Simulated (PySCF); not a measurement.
Species: `Fc1cc(ccc1[SiH3])N[SiH3]`. The columns A, B, C and D hold Mulliken, IAO, Hirshfeld and ESP-fitted charges (e) of one PBE0/pcSseg-1 density (PySCF), in a shuffled order. Coordinates in Å (GFN2-xTB); the density's dipole moment is (-2.39, -2.01, -0.80) D.

```
atom       x       y       z       A       B       C       D
  F1   1.285   2.194   0.702  -0.274  -0.292  -0.193  -0.076
  C2   0.865   0.987   0.246  +0.314  +0.388  +0.386  +0.090
  C3  -0.492   0.773   0.151  -0.248  -0.172  -0.447  -0.092
  C4  -0.952  -0.457  -0.316  +0.142  +0.220  +0.444  +0.059
  N5  -2.296  -0.714  -0.437  -0.605  -0.664  -0.627  -0.205
 Si6  -3.630   0.329  -0.067  +0.744  +0.602  +0.482  +0.365
  C7  -0.008  -1.429  -0.662  -0.214  -0.070  -0.465  -0.082
  C8   1.343  -1.175  -0.552  -0.118  -0.038  -0.020  -0.042
  C9   1.827   0.047  -0.095  -0.348  -0.500  -0.293  -0.132
Si10   3.655   0.468   0.063  +0.611  +0.582  +0.358  +0.298
 H11  -1.182   1.551   0.434  +0.160  +0.121  +0.210  +0.047
 H12  -2.485  -1.639  -0.793  +0.273  +0.195  +0.343  +0.129
 H13  -4.789  -0.495  -0.401  -0.115  -0.095  -0.087  -0.071
 H14  -3.569   1.538  -0.892  -0.133  -0.085  -0.091  -0.075
 H15  -3.611   0.679   1.355  -0.133  -0.085  -0.093  -0.076
 H16  -0.350  -2.390  -1.022  +0.144  +0.085  +0.195  +0.045
 H17   2.048  -1.945  -0.828  +0.154  +0.082  +0.148  +0.051
 H18   3.966   1.604  -0.806  -0.117  -0.080  -0.079  -0.077
 H19   3.960   0.800   1.456  -0.116  -0.080  -0.079  -0.077
 H20   4.410  -0.715  -0.358  -0.123  -0.113  -0.092  -0.077
```

Q: Which column most likely holds the ESP-fitted charges?

A: C. Σ q r misses the density's dipole by 0.01 D (C), 0.17 D (A), 1.05 D (D), 1.85 D (B). Charges fitted to the outside potential are the only set here that is tied to the molecule's multipoles.

Q: And the Hirshfeld charges?

A: D. The mean sizes are 0.108 e (D), 0.227 e (B), 0.254 e (A), 0.257 e (C), and Hirshfeld charges are commonly the smallest of these schemes.

As computed, A = IAO, B = Mulliken, C = ESP-fitted, D = Hirshfeld. Hydrogens on carbon: IAO +0.14 to +0.16, Mulliken +0.08 to +0.12, ESP-fitted +0.15 to +0.21, Hirshfeld +0.04 to +0.05 e.

The Hirshfeld scheme divides the density at each point in proportion to the densities of the neutral, spherically averaged free atoms. The IAO scheme counts the electrons in orthogonalised intrinsic atomic orbitals, a minimal basis polarised so that it spans the occupied orbitals exactly.

Geometry: GFN2-xTB, one conformer, isolated molecule.

Shape of the structure used: `[F:1][c:2]1[cH:3][c:4]([NH:5][SiH3:6])[cH:7][cH:8][c:9]1[SiH3:10]`: C3–C4–N5–Si6 0°.
